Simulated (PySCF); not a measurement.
C₄H₉FNSi₂ (doublet state).
Cartesian coordinates in Å at the GFN2-xTB level; atoms count from 1:
```xyz
17
C4H9FNSi2 angstrom
C      2.6146   -0.1359    0.5435
Si     1.2828   -0.2708   -0.8003
C     -0.0264    1.0881   -0.4530
C     -1.4433    0.5309   -0.4207
F     -1.6935   -0.1826   -1.6015
Si    -1.8180   -0.6628    1.0630
C     -2.4004    1.5964   -0.3030
N     -3.1527    2.4405   -0.1124
H      2.2061   -0.3133    1.5346
H      3.0756    0.8476    0.5495
H      3.4019   -0.8639    0.3787
H      1.8561   -0.0370   -2.1306
H      0.6448   -1.5918   -0.7381
H      0.0289    1.8592   -1.2252
H      0.1593    1.5838    0.5012
H     -3.1246   -1.2811    0.8865
H     -1.6182    0.0542    2.3180
```

The hyperfine couplings belong to this conformer and change with its torsions.

As a line formula: `C[SiH2]C[C@@](F)([SiH2])C#N` [radical].

Computed, not measured: UKS B3LYP, pcH-1 on C F H N Si, non-relativistic, mean-field spin-orbit, GIAO in PySCF 2.14.0. The structure is a single GFN2-xTB conformer in the gas phase; no vibrational or solvent corrections. GFN2-xTB frequencies show an imaginary mode (40i cm⁻¹), so this geometry is no minimum at that level. A GFN2-xTB geometry isn't a minimum of the functional, and hyperfine couplings can be far from their values at a DFT geometry, by a factor of two or more for some ions and for spin on atoms past the first row. Stability of the SCF solution: not tested.

(1) Match the computed a_iso(29Si) values -463.8, -8.8 MHz with the sites Si2; Si6.

(2) The isotropic 13C couplings are +22.7, +5.4, +1.9 MHz. Assign them to C3; C4; C7.

Results:

(1) 
```
site  a_iso (MHz)  ρ(0) (bohr⁻³)                 position  distance from Si6 (Å)  spin population  largest |T| (MHz)
 Si2         -8.8        +0.0099         3 bonds from Si6                   3.64            +0.01                2.5
 Si6       -463.8        +0.5231  largest spin population                   0.00            +0.95              179.0
```

(2) 
```tsv
site	a_iso (MHz)	ρ(0) (bohr⁻³)	position	distance from Si6 (Å)	spin population	largest |T| (MHz)
C3	+1.9	+0.0017	2 bonds from Si6	2.93	0.00	1.1
C4	+5.4	+0.0048	1 bond from Si6	1.94	0.00	6.3
C7	+22.7	+0.0202	2 bonds from Si6	2.70	-0.03	4.9
```

ρ(0) is the spin density at the nucleus and T the dipolar tensor; a_iso includes a spin–orbit part; entries for several nuclei are means. The Mulliken spin populations are largest on Si6 (+0.95) and N8 (+0.06). No atom but Si6 exceeds +0.15. The angles at Si6 add up to 335.0°, so it is pyramidal.

Means are taken over nuclei equivalent by connectivity, which assumes that they swap fast.
